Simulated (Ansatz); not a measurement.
Species: H₄BSiO, charge 0, doublet. H4BSiO (SMILES [O]B[SiH3], doublet).
B3LYP-D3(BJ)/def2-TZVP minimum from Ansatz (a quantum-chemistry and plane-wave program):
```xyz
7

B     -0.7251    -0.0839    -0.8360
H     -1.8275     0.3873    -0.9236
O     -0.0069    -0.7957    -1.5791
Si     0.2897     0.3567     0.9727
H      0.3801     1.8333     1.0572
H      1.6290    -0.2603     0.9911
H     -0.5561    -0.1688     2.0701
```
Charge 0, spin multiplicity 2.

Total energies in hartree (Ansatz). Open shells are spin-unrestricted; no spin-orbit coupling. Cores are frozen in correlated methods. No relativity. Where a partner has so few electrons that a lower coupled-cluster level is exact, that level stands in. The UHF reference of H4BOSi ([O]B[SiH3], doublet) is spin-contaminated (<S^2> up to 0.04 over the pure value in the sets run).

```tsv
species	HF/cc-pV(T+d)Z	CCSD(T)/cc-pV(T+d)Z	HF/cc-pV(Q+d)Z	CCSD(T)/cc-pV(Q+d)Z	CCSD(T)/cc-pV(D+d)Z	CCSDT(Q)/cc-pV(D+d)Z
1: H4BSiO (SMILES [O]B[SiH3], doublet)	-390.84513	-391.34586	-390.85624	-391.38706	-391.21255	-391.21570
2: B (doublet)	-24.53207	-24.59810	-24.53297	-24.60084	-24.58941	-24.58977
3: H (doublet)	-0.49981	-0.49981	-0.49995	-0.49995	-0.49928	-0.49928
4: O (triplet)	-74.81176	-74.97396	-74.81729	-74.99357	-74.90995	-74.91013
5: Si (triplet)	-288.85649	-288.93344	-288.85845	-288.93781	-288.91643	-288.91690
```

**Question.** Work out the atomisation energy (electronic, to ground-state atoms) in kcal/mol: take Hartree-Fock from cc-pV(Q+d)Z, extrapolate the CCSD(T) correlation energy as X^-3 (X = 3, 4), and add CCSDT(Q) - CCSD(T) in cc-pV(D+d)Z. 1 hartree = 627.51 kcal/mol.

**Answer.** 
Species 1: correlation (64·(-0.53082) - 27·(-0.50073))/37 = -0.55278; step -0.00315; E1 = -390.85624 + (-0.55278) + (-0.00315) = -391.41217
Species 2: correlation (64·(-0.06787) - 27·(-0.06603))/37 = -0.06921; step -0.00036; E2 = -24.53297 + (-0.06921) + (-0.00036) = -24.60254
Species 3: correlation (64·(0.00000) - 27·(0.00000))/37 = 0.00000; step +0.00000; E3 = -0.49995 + (0.00000) + (+0.00000) = -0.49995
Species 4: correlation (64·(-0.17628) - 27·(-0.16220))/37 = -0.18655; step -0.00018; E4 = -74.81729 + (-0.18655) + (-0.00018) = -75.00402
Species 5: correlation (64·(-0.07936) - 27·(-0.07695))/37 = -0.08112; step -0.00047; E5 = -288.85845 + (-0.08112) + (-0.00047) = -288.94004
-1·E1 +1·E2 +4·E3 +1·E4 +1·E5 = 0.86577 hartree = 543.3 kcal/mol.
